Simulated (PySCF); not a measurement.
Ti(Cl)2(OSiH3) (Cl2H3OSiTi), SMILES [SiH3][O][Ti+]([Cl])[Cl], charge +1, multiplicity 1.

Geometry optimised at PBE0-D3(BJ)/def2-SVP. The multiplicity is an assumed one; no other spin state was optimised. The isomer is the one that the SMILES or the coordinates give; other isomers of the formula were not compared. The values are those of a single conformer.

Calculation: HF/def2-TZVP run with PySCF.

Symmetry labels are those of the subgroup Cs that the program uses (full group Cs).

Computed valence orbital energies around the gap with their symmetry:
| orbital | symmetry | energy (eV) |
|---|---|---|
| HOMO−7 | A' | -19.63 |
| HOMO−6 | A" | -19.40 |
| HOMO−5 | A' | -18.65 |
| HOMO−4 | A' | -18.14 |
| HOMO−3 | A" | -18.08 |
| HOMO−2 | A" | -17.62 |
| HOMO−1 | A' | -17.47 |
| HOMO | A" | -17.26 |
| LUMO | A' | -5.65 |
| LUMO+1 | A" | -4.91 |
| LUMO+2 | A' | -4.36 |
| LUMO+3 | A' | -3.58 |
